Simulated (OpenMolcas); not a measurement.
Multiconfigurational calculation on W2+

Input:

```
&GATEWAY
Coord
1

W 0.0 0.0 0.0
Basis=ANO-RCC-VQZP
Group=XYZ
NoMove
AngMom=0.0 0.0 0.0
AMFI
&SEWARD
* reference wave functions (RASSCF and RASSI steps not shown): 4 electrons in 6 orbitals (5d 6s)
>>> COPY JOB001 $Project.JobIph
&CASPT2
Multistate=15 1 2 3 4 5 6 7 8 9 10 11 12 13 14 15
Frozen=14 16
IPEA=0.25
Imaginary=0.1
MaxIter=60
WThr=0.0 0.3 0.05
PrWF=0.5
NoMix
>>> COPY JOB002 $Project.JobIph
&CASPT2
Multistate=97 1 2 3 4 5 6 7 8 9 10 11 12 13 14 15 16 17 18 19 20 21 22
23 24 25 26 27 28 29 30 31 32 33 34 35 36 37 38 39 40 41 42 43 44 45 46
47 48 49 50 51 52 53 54 55 56 57 58 59 60 61 62 63 64 65 66 67 68 69 70
71 72 73 74 75 76 77 78 79 80 81 82 83 84 85 86 87 88 89 90 91 92 93 94
95 96 97
NoMult
Frozen=14 16
IPEA=0.25
Imaginary=0.1
MaxIter=60
WThr=0.0 0.3 0.05
PrWF=0.5
NoMix
>>> COPY JOB003 $Project.JobIph
&CASPT2
Multistate=84 1 2 3 4 5 6 7 8 9 10 11 12 13 14 15 16 17 18 19 20 21 22
23 24 25 26 27 28 29 30 31 32 33 34 35 36 37 38 39 40 41 42 43 44 45 46
47 48 49 50 51 52 53 54 55 56 57 58 59 60 61 62 63 64 65 66 67 68 69 70
71 72 73 74 75 76 77 78 79 80 81 82 83 84
NoMult
Frozen=14 16
IPEA=0.25
Imaginary=0.1
MaxIter=60
WThr=0.0 0.3 0.05
PrWF=0.5
NoMix
```

Launched by
```bash
OMP_NUM_THREADS=1 MOLCAS_MEM=2252 MOLCAS_PROJECT=a pymolcas a.inp > a.log  # once for each step of the input, in one work folder
```

Output, cut to the results:

```
--- CASPT2 ---
Orbital specifications:
      -----------------------

      Symmetry species                           1   2
                                                ag  au
      Frozen orbitals                           14  16
      Inactive orbitals                          1   3
      Active orbitals                            6   0
      Secondary orbitals                        45  55
      Deleted orbitals                           0   0
      Number of basis functions                 66  74
Type of calculation                        MS-CASPT2
      Fock operator                              state-specific
      IPEA shift                                 0.25
      Real shift                                 0.00
      Imaginary shift                            0.10
      The input orbitals will be transformed to quasi-canonical
Reference energy:      -16126.5888280454
      E2 (Non-variational):      -0.3070784907
      Shift correction:          -0.0001570545
      E2 (Variational):          -0.3072355451
      Total energy:          -16126.8960635905
      Residual norm:              0.0000001270
      Reference weight:           0.94708
      Contributions to the CASPT2 correlation energy
      Active & Virtual Only:         -0.0351593100
      One Inactive Excited:          -0.1430233161
      Two Inactive Excited:          -0.1288958646
Reference energy:      -16126.5888280454
      E2 (Non-variational):      -0.3070891683
      Shift correction:          -0.0001570511
      E2 (Variational):          -0.3072462194
      Total energy:          -16126.8960742648
      Residual norm:              0.0000001282
      Reference weight:           0.94707
      Contributions to the CASPT2 correlation energy
      Active & Virtual Only:         -0.0351596284
      One Inactive Excited:          -0.1430342215
      Two Inactive Excited:          -0.1288953183
::    CASPT2 Root  1     Total energy: -16126.89606359
::    CASPT2 Root  2     Total energy: -16126.89607426
::    CASPT2 Root  3     Total energy: -16126.89607426
::    CASPT2 Root  4     Total energy: -16126.89607425
::    CASPT2 Root  5     Total energy: -16126.89607425
::    CASPT2 Root  6     Total energy: -16126.84900476
::    CASPT2 Root  7     Total energy: -16126.84922345
::    CASPT2 Root  8     Total energy: -16126.84762096
::    CASPT2 Root  9     Total energy: -16126.84892852
::    CASPT2 Root 10     Total energy: -16126.84970615
::    CASPT2 Root 11     Total energy: -16126.84969207
::    CASPT2 Root 12     Total energy: -16126.84774727
::    CASPT2 Root 13     Total energy: -16126.80604098
::    CASPT2 Root 14     Total energy: -16126.80604101
::    CASPT2 Root 15     Total energy: -16126.80604098
::    MS-CASPT2 Root  1     Total energy: -16126.89607454
::    MS-CASPT2 Root  2     Total energy: -16126.89607437
::    MS-CASPT2 Root  3     Total energy: -16126.89607435
::    MS-CASPT2 Root  4     Total energy: -16126.89607419
::    MS-CASPT2 Root  5     Total energy: -16126.89606357
::    MS-CASPT2 Root  6     Total energy: -16126.85018614
::    MS-CASPT2 Root  7     Total energy: -16126.84978637
::    MS-CASPT2 Root  8     Total energy: -16126.84920798
::    MS-CASPT2 Root  9     Total energy: -16126.84911045
::    MS-CASPT2 Root 10     Total energy: -16126.84874043
::    MS-CASPT2 Root 11     Total energy: -16126.84791817
::    MS-CASPT2 Root 12     Total energy: -16126.84704282
::    MS-CASPT2 Root 13     Total energy: -16126.80603482
::    MS-CASPT2 Root 14     Total energy: -16126.80601152
::    MS-CASPT2 Root 15     Total energy: -16126.80600704
--- CASPT2 ---
Orbital specifications:
      -----------------------

      Symmetry species                           1   2
                                                ag  au
      Frozen orbitals                           14  16
      Inactive orbitals                          1   3
      Active orbitals                            6   0
      Secondary orbitals                        45  55
      Deleted orbitals                           0   0
      Number of basis functions                 66  74
Type of calculation                        SS-CASPT2
      Fock operator                              state-specific
      IPEA shift                                 0.25
      Real shift                                 0.00
      Imaginary shift                            0.10
      The input orbitals will be transformed to quasi-canonical
Reference energy:      -16126.5439008970
      E2 (Non-variational):      -0.3163538487
      Shift correction:          -0.0002490783
      E2 (Variational):          -0.3166029270
      Total energy:          -16126.8605038240
      Residual norm:              0.0000002359
      Reference weight:           0.94011
      Contributions to the CASPT2 correlation energy
      Active & Virtual Only:         -0.0457375321
      One Inactive Excited:          -0.1334430000
      Two Inactive Excited:          -0.1371733166
Reference energy:      -16126.5439008969
      E2 (Non-variational):      -0.3163538231
      Shift correction:          -0.0002490863
      E2 (Variational):          -0.3166029094
      Total energy:          -16126.8605038063
      Residual norm:              0.0000002359
      Reference weight:           0.94011
      Contributions to the CASPT2 correlation energy
      Active & Virtual Only:         -0.0457376175
      One Inactive Excited:          -0.1334428895
      Two Inactive Excited:          -0.1371733162
::    CASPT2 Root  1     Total energy: -16126.86050382
::    CASPT2 Root  2     Total energy: -16126.86050381
::    CASPT2 Root  3     Total energy: -16126.86050386
::    CASPT2 Root  4     Total energy: -16126.84835935
::    CASPT2 Root  5     Total energy: -16126.84829838
::    CASPT2 Root  6     Total energy: -16126.84840896
::    CASPT2 Root  7     Total energy: -16126.84842339
::    CASPT2 Root  8     Total energy: -16126.84818159
::    CASPT2 Root  9     Total energy: -16126.84856083
...
```

Levels above the lowest, from the spin-orbit matrix with the multistate effective Hamiltonian, averaged by term, added to it:

```json
{"Configuration": "5d4", "Term": "5D", "J": "0", "E (cm-1)": "0.0", "Measured (cm-1)": "0.0", "g": "", "Term weight %": "63", "Second": "33 3P(1)"}
{"Configuration": "5d4", "Term": "5D", "J": "1", "E (cm-1)": "2600", "Measured (cm-1)": "2256", "g": "1.500", "Term weight %": "82", "Second": "17 3P(1)"}
{"Configuration": "5d4", "Term": "5D", "J": "2", "E (cm-1)": "5080", "Measured (cm-1)": "4461", "g": "1.480", "Term weight %": "92", "Second": "4 3P(1)"}
{"Configuration": "5d4", "Term": "5D", "J": "3", "E (cm-1)": "7040", "Measured (cm-1)": "6278", "g": "1.465", "Term weight %": "90", "Second": "6 3F"}
{"Configuration": "5d4", "Term": "5D", "J": "4", "E (cm-1)": "8450", "Measured (cm-1)": "7687", "g": "1.432", "Term weight %": "77", "Second": "18 3F"}
{"Configuration": "5d4", "Term": "3P(1)", "J": "0", "E (cm-1)": "10920", "Measured (cm-1)": "9904", "g": "", "Term weight %": "58", "Second": "36 5D"}
{"Configuration": "5d3 6s", "Term": "5F", "J": "1", "E (cm-1)": "11730", "Measured (cm-1)": "10969", "g": "0.149", "Term weight %": "83", "Second": "6 5d4 3D"}
{"Configuration": "5d3 6s", "Term": "5F", "J": "2", "E (cm-1)": "13250", "Measured (cm-1)": "12427", "g": "1.010", "Term weight %": "81", "Second": "4 5d4 3F"}
{"Configuration": "5d4", "Term": "3P(1)", "J": "1", "E (cm-1)": "13990", "Measured (cm-1)": "12881", "g": "1.345", "Term weight %": "73", "Second": "14 5D"}
{"Configuration": "5d4", "Term": "3H", "J": "4", "E (cm-1)": "14950", "Measured (cm-1)": "", "g": "0.975", "Term weight %": "53", "Second": "17 3G"}
{"Configuration": "5d4", "Term": "3F", "J": "2", "E (cm-1)": "15030", "Measured (cm-1)": "", "g": "0.803", "Term weight %": "65", "Second": "21 1D"}
{"Configuration": "5d3 6s", "Term": "5F", "J": "3", "E (cm-1)": "15770", "Measured (cm-1)": "", "g": "1.203", "Term weight %": "83", "Second": "9 5d4 3G"}
{"Configuration": "5d4", "Term": "3F", "J": "3", "E (cm-1)": "16260", "Measured (cm-1)": "", "g": "0.993", "Term weight %": "44", "Second": "38 3G"}
{"Configuration": "5d4", "Term": "3P(1)", "J": "2", "E (cm-1)": "17830", "Measured (cm-1)": "", "g": "1.400", "Term weight %": "68", "Second": "13 3D"}
{"Configuration": "5d4", "Term": "3H", "J": "5", "E (cm-1)": "18220", "Measured (cm-1)": "", "g": "1.084", "Term weight %": "73", "Second": "24 3G"}
{"Configuration": "5d3 6s", "Term": "5F", "J": "4", "E (cm-1)": "18300", "Measured (cm-1)": "", "g": "1.276", "Term weight %": "79", "Second": "9 5d4 3G"}
{"Configuration": "5d4", "Term": "3H", "J": "6", "E (cm-1)": "19860", "Measured (cm-1)": "", "g": "1.136", "Term weight %": "81", "Second": "18 1I"}
{"Configuration": "5d4", "Term": "3F", "J": "4", "E (cm-1)": "19870", "Measured (cm-1)": "", "g": "1.124", "Term weight %": "37", "Second": "28 3H"}
{"Configuration": "5d3 6s", "Term": "5F", "J": "5", "E (cm-1)": "20580", "Measured (cm-1)": "", "g": "1.317", "Term weight %": "68", "Second": "11 5d4 3H"}
{"Configuration": "5d4", "Term": "3F", "J": "3", "E (cm-1)": "21470", "Measured (cm-1)": "", "g": "0.983", "Term weight %": "45", "Second": "35 3G"}
{"Configuration": "5d4", "Term": "3G", "J": "4", "E (cm-1)": "22200", "Measured (cm-1)": "", "g": "1.107", "Term weight %": "47", "Second": "22 1G(1)"}
{"Configuration": "5d4", "Term": "1D", "J": "2", "E (cm-1)": "22290", "Measured (cm-1)": "", "g": "1.088", "Term weight %": "35", "Second": "22 3D"}
{"Configuration": "5d4", "Term": "3D", "J": "3", "E (cm-1)": "23900", "Measured (cm-1)": "", "g": "1.222", "Term weight %": "67", "Second": "12 3G"}
{"Configuration": "5d3 6s", "Term": "5P", "J": "1", "E (cm-1)": "24380", "Measured (cm-1)": "", "g": "2.231", "Term weight %": "75", "Second": "21 3P(1)"}
```

Against the 8 measured excited levels shown (NIST levels as listed in McCann et al., Mon. Not. R. Astron. Soc. 538, 537 (2025)) the mean absolute deviation is 780 cm-1; the largest miss in energy is 5d4 3P1(1) [73 %]: computed 13990, measured 12881 cm-1 (+8.6 %), and the largest in proportion 5d4 5D1 (+15.1 %).

Term energies are means over components that CASPT2 splits; among the terms shown or strongly mixed into the levels shown the widest spread is 690 cm-1 (5d3 6s 5F). Blocks of more than 70 roots (2S+1 = 3 even, 1 even) ran without multistate coupling. Some high roots are left out of the spin-orbit mixing, which shifts the levels that they would mix with. Terms from blocks run as CI alone lack orbitals of their own. Configurations are named by rounded mean occupations; where the s occupation lies near a half they are strongly mixed, a name can repeat and a true partner stay unpaired. A single d shell beside an s shell can misplace configurations of different d count against each other. The CASPT2 spread within a term exceeds the gap to the next term for 5d3 6s 5F and 5d4 3F, so the order of their levels is uncertain, and so are names and mixing where such terms share a J. Computed and measured levels are paired by configuration, term and J; levels that our copy of the source lacks, or whose pairing is in doubt (as where it misses far off the trend of its configuration), stay unpaired and out of the deviations. Levels of configurations outside the active space are missing. The first state left out of the spin-orbit step lies near 57000 cm-1 above the lowest spin-free state of the reference (among the parities and spins computed), and the list stops at four fifths of that energy or lower. The table shows the lowest 24 of 60 levels.

The CASPT2 steps took 7.5 min on 1 thread of Intel(R) Xeon(R) Platinum 8259CL CPU @ 2.50GHz (Skylake/Cascade Lake), with other jobs on the host; the integral step is not counted.

The term weight is that of the spin-free term in the level, not the purity of its configuration. A share in square brackets marks a mixed level and gives the weight of the term that names it. A number in round brackets counts repeated terms of one configuration in the order of the reference energies.
